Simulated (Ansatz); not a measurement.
Compare A (`C=C1OB1[SeH]`) with its isomer B (`C=C1[Se]B1O`).

Isolated molecules relaxed with PBE0-D4/def2-TZVP in Ansatz; ΔE leaves out vibrations. CBS: MP2 limit from def2 TZ/QZ plus the TZ coupled-cluster correction, frozen cores. DFT in def2-TZVPP. B3LYP here is the variant with VWN-RPA as its local correlation; programs differ in this. For Se outer-core shells are correlated without core-valence functions, which leaves a few kJ/mol of doubt a bond. Scalar relativity is left out up to krypton. Each species was taken in one conformer, which may not be the lowest.

A:

```xyz
8

C     1.060    1.532    0.085
C     0.313    0.453    0.026
O     0.116   -0.501   -1.032
B    -0.572   -0.718    0.123
Se   -1.806   -1.948    0.884
H     1.066    2.123    0.990
H     1.671    1.846   -0.752
H    -1.850   -2.787   -0.324
```

B:

Z-matrix (Å, degrees):
```
C
C 1 1.322
H 1 1.086 2 119.6
H 1 1.084 2 123.1 3 -180.0
Se 2 1.972 1 135.3 3 180.0
B 2 1.488 1 159.0 3 0.0
O 6 1.337 2 150.0 1 -0.0
H 7 0.962 6 113.7 2 0.0
```

Q: Which isomer does CCSD(T)/CBS put lower? Give the gap. (Best estimate.)

A: Ansatz gave: B, by 22.4 kcal/mol.

Q: Give E(B) − E(A) in kcal/mol with PBE-D4, B2PLYP, CCSD/def2-TZVPP, B3LYP-D4, MP2/def2-TZVPP, B3LYP, HF/def2-TZVPP. (Best estimate.)

A: The calculation gave: PBE-D4 -21.4, B2PLYP -21.8, CCSD/def2-TZVPP -20.6, B3LYP-D4 -21.6, MP2/def2-TZVPP -23.7, B3LYP -21.0, HF/def2-TZVPP -19.4. None reverses the order clearly.

Largest T1 diagnostic: 0.014.

In def2-TZVPP, CCSD(T) changes the Hartree–Fock value by −1.8 kcal/mol (the triples alone add −0.7 kcal/mol) and MP2 by −4.3 kcal/mol.
